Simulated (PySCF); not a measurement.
C6H4F4.
Cartesian coordinates in Å at the PBE0-D3(BJ)/def2-SVP level; atoms count from 1:
```
atom  x, y, z in Å
C1     1.8858   -1.2877   -0.1584
C2     1.2960   -0.4204    0.6730
C3     0.0799    0.3475    0.4004
C4    -0.4303    1.1158    1.3809
F5    -1.5086    1.8620    1.2258
C6    -0.5628    0.2789   -0.9152
F7     0.2318    0.3819   -1.9890
C8    -1.8679    0.0959   -1.1381
F9    -2.3996    0.0545   -2.3306
F10   -2.7564   -0.0669   -0.1941
H11    1.5013   -1.4814   -1.1618
H12    2.7883   -1.8213    0.1465
H13    1.7367   -0.2518    1.6621
H14   -0.0039    1.1770    2.3863
```

Linear response at wB97X-D/def2-SVPD (PySCF, frozen core in the response, non-relativistic).

Static isotropic polarisability: 79.18 au (11.73 Å³), principal values 52.9, 83.8, 100.9 au.

Problem. What is the polarisability at 1064 nm and at the sodium D line?

Solution. 80.24 au at 1064 nm (+1.3 %), 82.89 au at 589.3 nm (+4.7 %). The rise at 589.3 nm is 3.51 times that at 1064 nm; a pure ω² law gives 3.26. The lowest singlet lies at 231 nm, shorter than both wavelengths.

Problem. What is the isotropic C6 coefficient between two such molecules, C6 = (3/π)∫α(iω)² dω?

Solution. 2518 au (Eh·bohr⁶) by a ten-point quadrature over imaginary frequencies, which is 1500 eV·Å⁶ or 145 J·nm⁶/mol.

Problem. Which effective excitation energy ω̄ makes London's formula C6 = (3/4)α²ω̄ exact here?

Solution. ω̄ = 4·C6/(3α²) = 0.535 Eh = 14.6 eV. A one-pole form α(ω) = α/(1 − ω²/ω̄²) fitted to the 1064 nm value gives 10.1 eV.

Problem. What molar refraction at the D line follows from R = (4π/3)·N_A·α′, with α′ the polarisability volume?

Solution. α′ = 12.28 Å³ gives R = 30.98 cm³/mol, for isolated, non-vibrating species.

Problem. What three-body coefficient follows from the one-pole estimate C9 = (3/4)·α·C6?

Solution. 150000 au. This is an estimate from the two numbers above, not a computed integral.

Problem. How anisotropic is the static polarisability, by Δα² = ½[(α1 − α2)² + (α2 − α3)² + (α3 − α1)²]?

Solution. Δα = 42.1 au, or 0.53 of the isotropic value.

Problem. The lowest 6 singlets have (eV, f): 5.36, 0.180; 5.87, 0.265; 6.38, 0.262; 6.76, 0.040; 6.96, 0.022; 7.23, 0.012. What share of the static polarisability do they carry in the sum over states α = Σ f/ω²?

Solution. 16.26 au, 20.5 % of α; the largest term, 5.70 au, is that of the state at 5.87 eV. Their oscillator strengths add up to 0.78. Higher states carry the rest.

Problem. How many electrons N does the Slater–Kirkwood formula C6 = (3/4)·√N·α^(3/2) need to give this C6?

Solution. N = (4·C6/3)²/α³ = 22.7; the species has 76 electrons in all.

Time: 78 s wall (with the writing of density and orbital grids); peak memory 1.1 GiB. Hardware: Arm Neoverse V1, one thread (shared host). This is the whole response run at wB97X-D/def2-SVPD, SCF included.

One conformer stands for the species.

The pairwise dispersion term of wB97X-D wasn't added to the energies; at a given geometry it leaves orbitals and properties as they are.
